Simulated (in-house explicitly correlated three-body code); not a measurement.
Values are calculated unless marked as measured or tabulated.
# Taking the two-electron ground state apart, Z = 3.66

A variational code in 260 exponentially correlated functions gives, for two electrons around a point charge Z = 3.66 (non-relativistic, fixed nucleus, atomic units): E = -11.2634812, <1/r> = 3.347796 per electron, <1/r12> = 1.978901. From its density, U = 4.127957 (Hartree energy) and T_s = 11.222463 (kinetic energy of the doubly filled orbital √(n/2)). Further, <r²> = 0.283197 per electron, <r12²> = 0.584689 and <p1·p2> = 0.375691.

(1) Check the virial theorem, and compare with the screened hydrogenic estimate.

(2) Find the exchange and correlation energies of density-functional theory.

(3) What do the second moments say about angular correlation and diamagnetism?

(4) How does a model nuclear mass of 7.3 u change the ionisation energy, to first order in m/M (1 hartree = 27.211386 eV)?

Results:

(1) V = −2Z<1/r> + <1/r12> = -24.505867 + 1.978901 = -22.526966, and 2E = -22.526962, so T = −E = 11.263481. A product of 1s orbitals with exponent Z − 5/16 = 3.3475 gives −3.3475² = -11.20576, which is 57.7 millihartree too high.

(2) For two electrons in one orbital E_x = −U/2 = -2.063979. The potential part of correlation is U_c = <1/r12> − U − E_x = -0.085078, the kinetic part T_c = T − T_s = 0.041018, and E_c = T_c + U_c = -0.044059 hartree. Restricted Hartree-Fock gives -11.219431, so the correlation energy of wave-function theory is -0.044050.

(3) From r12² = r1² + r2² − 2 r1·r2, <r1·r2> = <r²> − <r12²>/2 = -0.00915 bohr². It vanishes for a product of s orbitals, and its negative sign shows that the electrons favour opposite sides of the nucleus. The Langevin susceptibility is −0.79199e-6 × 2<r²> = -0.4486e-6 cm³/mol.

(4) m/M = 1/(7.3 × 1822.8885) = 7.51479e-05. With a fixed nucleus the second electron is bound by −Z²/2 − E = 4.565681 hartree = 124.2385 eV. The reduced mass scales this by 1 − m/M, a change of -9.336 meV. The mass-polarisation term raises the two-electron state by (m/M)<p1·p2> = 28.23 microhartree, a further -0.768 meV. The sum is 124.2284 eV, before relativistic and QED terms.
